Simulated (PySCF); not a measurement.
Substituent effects on chemical shifts

Parent skeleton `[CH3:1][N+:2]([CH3:3])([CH3:4])[AlH3-:5]`; one hydrogen on atom 1 is replaced by X. Hydrogens on one atom are averaged.

Computational details: geometry: PBE0-D3(BJ)/def2-SVP, GIAO PBE0/pcSseg-1 shieldings, in PySCF 2.14.0 with density-fitted response routines (gas phase, equivalent nuclei averaged, non-relativistic Hamiltonian, single conformer).

Chemical shifts δ = σref − σ; $^{13}$C (σ = 184.41 ppm) and $^{1}$H (σ = 31.27 ppm) vs TMS; $^{15}$N (σ = 265.67 ppm) against NH3; $^{27}$Al (σ = 489.28 ppm) vs AlH4-, all at this level.

Parent (X = H): C1 47.8, N2 42.3, C3/C4 47.8, Al5 84.0, H(C1) 2.41, H(C3)/H(C4) 2.41, H(Al5) 4.01 ppm. Effects are Δδ = δ(X) − δ(H), positive for deshielding.

Problem. Give Δδ (ppm) for X = C2H5, OCHO, OCHF2, CHF2, CF3, propynyl, CH2CN.

Solution. 
```
       X                      SMILES     C1     N2  C3/C4   Al5  H(C1)  H(C3)/H(C4)  H(Al5)
    C2H5        CCC[N+](C)(C)[AlH3-]  +17.1   +9.3   -0.9  -5.6  -0.23        -0.04   -0.04
    OCHO      C[N+](C)([AlH3-])COC=O  +35.7  +12.5   -4.2  -1.6  +1.91        +0.09   -0.02
   OCHF2    C[N+](C)([AlH3-])COC(F)F  +34.6  +13.4   -5.9  -2.3  +1.97        +0.24   -0.04
    CHF2     C[N+](C)([AlH3-])CC(F)F  +15.6   +3.9   +0.2  -4.2  +0.12        +0.07   +0.01
     CF3  C[N+](C)([AlH3-])CC(F)(F)F   +8.6   +0.9   -3.7  +6.9  +0.85        +0.30   +0.02
propynyl      CC#CC[N+](C)(C)[AlH3-]   +0.4   +5.4   -4.6  -0.1  +1.20        +0.06   -0.06
   CH2CN      C[N+](C)([AlH3-])CCC#N  +10.6   +7.7   -1.1  -5.4  +0.07        +0.00   -0.08
```

Problem. Which position responds most, and to which substituents?

Solution. C1: from +0.4 ppm with propynyl to +35.7 ppm with OCHO.

Experimental scales use liquid or dissolved standards, which lie at an offset from isolated NH3 (liquid NH3: subtract about 20 ppm).
